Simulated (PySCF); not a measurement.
Isomers of C8H11FO, one GFN2-xTB conformer each. Single-point energies are computed at PBE0/pcSseg-1 (PySCF, gas phase, no added dispersion term), electronic only.

```json
{"SMILES": "C=C[C@@](F)(C#CC)COC", "GFN2-xTB relative energy (kcal/mol)": "35.9"}
{"SMILES": "COCC1=CC=C[C@]1(C)F", "GFN2-xTB relative energy (kcal/mol)": "0.0"}
```

Conformers: `[CH2:1]=[CH:2][C@@:3]([F:4])([C:5]#[C:6][CH3:7])[CH2:8][O:9][CH3:10]` with C1–C2–C3–F4 -4°, C2–C3–C8–O9 -57°, C3–C8–O9–C10 -179°; `[CH3:1][O:2][CH2:3][C:4]1=[CH:5][CH:6]=[CH:7][C@:8]1([CH3:9])[F:10]` with C1–O2–C3–C4 76°, O2–C3–C4–C5 14°.

**Question.** What does PBE0/pcSseg-1 give for the same structures?

**Answer.** 
| SMILES | PBE0/pcSseg-1 E (Eh) | PBE0/pcSseg-1 (kcal/mol) | GFN2-xTB (kcal/mol) | point group |
| --- | --- | --- | --- | --- |
| COCC1=CC=C[C@]1(C)F | -485.87470 | 0.0 | 0.0 | C1 |
| C=C[C@@](F)(C#CC)COC | -485.82030 | 34.1 | 35.9 | C1 |

Both levels put the same isomer lowest. As drawn, the higher has a C≡C bond, which the lower lacks.

**Question.** Which frontier levels, dipoles and rotational constants go with these structures?

**Answer.** 
```csv
SMILES,"HOMO (eV, PBE0/pcSseg-1)",LUMO (eV),dipole (D),"A, B, C (MHz)"
COCC1=CC=C[C@]1(C)F,-6.45,-1.25,0.94,"2158, 970.4, 826.8"
C=C[C@@](F)(C#CC)COC,-7.36,0.18,2.00,"1273, 990.7, 682.3"
```
